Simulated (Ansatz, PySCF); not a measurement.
Complex: CH3F (SMILES CF) (first 5 atoms) with H2 (SMILES [H][H]); geometry from B3LYP-D3(BJ)/def2-TZVP, rigid monomers moved along the line of their centres of mass till F2···H6 is 2.92 Å.
(charge 0, multiplicity 1):
```json
[
 {"atom": "C", "x (Å)": "-0.4448", "y (Å)": "-0.6709", "z (Å)": "-0.3515"},
 {"atom": "F", "x (Å)": "-0.2025", "y (Å)": "0.6227", "z (Å)": "0.0983"},
 {"atom": "H", "x (Å)": "0.1037", "y (Å)": "-0.8265", "z (Å)": "-1.2811"},
 {"atom": "H", "x (Å)": "-0.1054", "y (Å)": "-1.3753", "z (Å)": "0.4088"},
 {"atom": "H", "x (Å)": "-1.5157", "y (Å)": "-0.7880", "z (Å)": "-0.5214"},
 {"atom": "H", "x (Å)": "0.2903", "y (Å)": "0.2898", "z (Å)": "2.9591"},
 {"atom": "H", "x (Å)": "0.3807", "y (Å)": "-0.0364", "z (Å)": "3.6226"}
]
```

Interaction energies are E(AB) − E(A) − E(B) at the monomers' geometry in the complex; basis-set methods are counterpoise corrected. Rows marked so take none.

Rows in 6-31G* carry no dispersion term and start afresh at each structure (6-31G* with six Cartesian d functions).

Run with Ansatz (Gaussian orbitals); PySCF for 6-31G* rows. 

One of these levels gives -0.06 kcal/mol for the interaction energy. Which?
(A) M06-2X/6-31G* (no counterpoise)
(B) HF/6-31G*
(C) PBE/def2-TZVPPD

B, HF/6-31G*. The others give -0.45 (PBE/def2-TZVPPD), -0.99 (M06-2X/6-31G* (no counterpoise))

Ansatz is a program for electronic structure.
